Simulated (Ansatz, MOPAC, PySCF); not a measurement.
The same groups moved round the core (butadiene silyl). All species are isolated molecules in the gas phase. One relaxed conformer stands for each flexible species; it need not be the lowest. Strings in code marks are SMILES.

Quantity: electronic energy of isomers of C4H8Si relative to `C=C/C=C/[SiH3]` (C–C–C–C torsion 180°), in kJ/mol. The restricted reference of `C=CC(=C)[SiH3]`, `C=C/C=C/[SiH3]` and `C=C/C=C\[SiH3]` is unstable towards unrestricted orbitals. Semi-empirical values (MOPAC) are differences of heats of formation.

Level 1: B3LYP/6-311+G** // PBE-D3(BJ)/def2-TZVP (PySCF)
Level 2: HF/6-31G* // PBE-D3(BJ)/def2-TZVP (PySCF)
Level 3: HF/cc-pVTZ // PBE-D3(BJ)/def2-TZVP (Ansatz, an electronic-structure program)
Level 4: PM3 // PBE-D3(BJ)/def2-TZVP (MOPAC)

```json
[
 {"species": "`C=C/C=C\\[SiH3]` (C–C–C–C torsion 180°)", "level 1": "8.67", "level 2": "11.21", "level 3": "10.81", "level 4": "4.80"},
 {"species": "`C=CC(=C)[SiH3]` (C–C–C–Si torsion 0°)", "level 1": "13.31", "level 2": "14.82", "level 3": "13.41", "level 4": "4.63"}
]
```
